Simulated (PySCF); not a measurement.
C3H6, charge +1, doublet, at a GFN2-xTB geometry (a state made from the parent by changing its charge; the spin is typed, not shown lowest); MP2/STO-3G run with PySCF.

Input for PySCF:
```python
from pyscf import gto, scf, mp

mol = gto.Mole()
mol.atom = '''
    C    -1.207377    0.056794   -0.230993
    C     0.081500    0.013767    0.430609
    C     1.302481   -0.083351   -0.145216
    H    -1.908442   -0.686376    0.179113
    H    -1.709981    0.994704    0.056104
    H    -1.146675   -0.073392   -1.309582
    H     0.044181    0.067426    1.523030
    H     1.501393    0.265641   -1.154352
    H     2.159903   -0.491264    0.379285
'''
mol.basis = 'sto-3g'
mol.charge = 1
mol.spin = 1
mol.verbose = 4
mol.build()

mf = scf.UHF(mol)
mf.kernel()

pt = mp.MP2(mf, frozen=3)
pt.kernel()
print('E(MP2) = %.10f' % pt.e_tot)
```

What the program printed (banner, timings and long lists left out):

```
PySCF version 2.14.0

[INPUT] verbose = 4
[INPUT] num. atoms = 9
[INPUT] num. electrons = 23
[INPUT] charge = 1
[INPUT] spin (= nelec alpha-beta = 2S) = 1
[INPUT] symmetry False subgroup None
[INPUT] Mole.unit = angstrom
[INPUT] Symbol           X                Y                Z      unit          X                Y                Z       unit  Magmom
[INPUT]  1 C     -1.207377000000   0.056794000000  -0.230993000000 AA   -2.281611859099   0.107325105519  -0.436513506692 Bohr   0.0
[INPUT]  2 C      0.081500000000   0.013767000000   0.430609000000 AA    0.154012679152   0.026015859557   0.813733076773 Bohr   0.0
[INPUT]  3 C      1.302481000000  -0.083351000000  -0.145216000000 AA    2.461332372450  -0.157510562209  -0.274418468905 Bohr   0.0
[INPUT]  4 H     -1.908442000000  -0.686376000000   0.179113000000 AA   -3.606432704617  -1.297062658474   0.338474515349 Bohr   0.0
[INPUT]  5 H     -1.709981000000   0.994704000000   0.056104000000 AA   -3.231395768210   1.879718135009   0.106021194493 Bohr   0.0
[INPUT]  6 H     -1.146675000000  -0.073392000000  -1.309582000000 AA   -2.166901703886  -0.138690779734  -2.474751317660 Bohr   0.0
[INPUT]  7 H      0.044181000000   0.067426000000   1.523030000000 AA    0.083489989909   0.127416673675   2.878109579496 Bohr   0.0
[INPUT]  8 H      1.501393000000   0.265641000000  -1.154352000000 AA    2.837221575339   0.501988737456  -2.181409131344 Bohr   0.0
[INPUT]  9 H      2.159903000000  -0.491264000000   0.379285000000 AA    4.081625125626  -0.928354414858   0.716744773156 Bohr   0.0

nuclear repulsion = 70.9081401218737
number of shells = 15
number of NR pGTOs = 63
number of NR cGTOs = 21
basis = sto-3g
ecp = {}

******** <class 'pyscf.scf.uhf.UHF'> ********
method = UHF
initial guess = minao
damping factor = 0
level_shift factor = 0
DIIS = <class 'pyscf.scf.diis.CDIIS'>
diis_start_cycle = 1
diis_space = 8
diis_damp = 0
SCF conv_tol = 1e-09
SCF conv_tol_grad = None
SCF max_cycles = 50
direct_scf = True
direct_scf_tol = 1e-13
number electrons alpha = 12  beta = 11
Set gradient conv threshold to 3.16228e-05
init E= -116.039012076366

cycle= 1 E= -115.345970649751  delta_E= 0.693  |g|= 0.227  |ddm|= 2.42
cycle= 2 E= -115.389014080146  delta_E= -0.043  |g|= 0.0501  |ddm|= 0.377
cycle= 3 E= -115.392361785339  delta_E= -0.00335  |g|= 0.0209  |ddm|= 0.0923
cycle= 4 E= -115.393189062931  delta_E= -0.000827  |g|= 0.00917  |ddm|= 0.0482
cycle= 5 E= -115.393437717654  delta_E= -0.000249  |g|= 0.0051  |ddm|= 0.0299
cycle= 6 E= -115.393515754871  delta_E= -7.8e-05  |g|= 0.00219  |ddm|= 0.0215
cycle= 7 E= -115.393535302607  delta_E= -1.95e-05  |g|= 0.000891  |ddm|= 0.0118
cycle= 8 E= -115.393538318489  delta_E= -3.02e-06  |g|= 0.000379  |ddm|= 0.00484
cycle= 9 E= -115.393538797951  delta_E= -4.79e-07  |g|= 0.000158  |ddm|= 0.00188
cycle= 10 E= -115.393538873623  delta_E= -7.57e-08  |g|= 6.31e-05  |ddm|= 0.000767
cycle= 11 E= -115.393538888832  delta_E= -1.52e-08  |g|= 2.03e-05  |ddm|= 0.000311
cycle= 12 E= -115.39353889034  delta_E= -1.51e-09  |g|= 8.06e-06  |ddm|= 8.46e-05
cycle= 13 E= -115.393538890558  delta_E= -2.19e-10  |g|= 2.21e-06  |ddm|= 3.72e-05
Extra cycle  E= -115.393538890566  delta_E= -8.13e-12  |g|= 1.27e-06  |ddm|= 3.81e-06
converged SCF energy = -115.393538890566  <S^2> = 0.75831151  2S+1 = 2.0082943

******** <class 'pyscf.mp.ump2.UMP2'> ********
nocc = (np.int64(9), np.int64(8)), nmo = (18, 18)
frozen orbitals 3
E(UMP2) = -115.533026567772  E_corr = -0.139487677206066
E(SCS-UMP2) = -115.544651004413  E_corr = -0.151112113846185
E_corr(same-spin) = -0.0187766524628013
E_corr(oppo-spin) = -0.120711024743265
E(MP2) = -115.5330265678
```
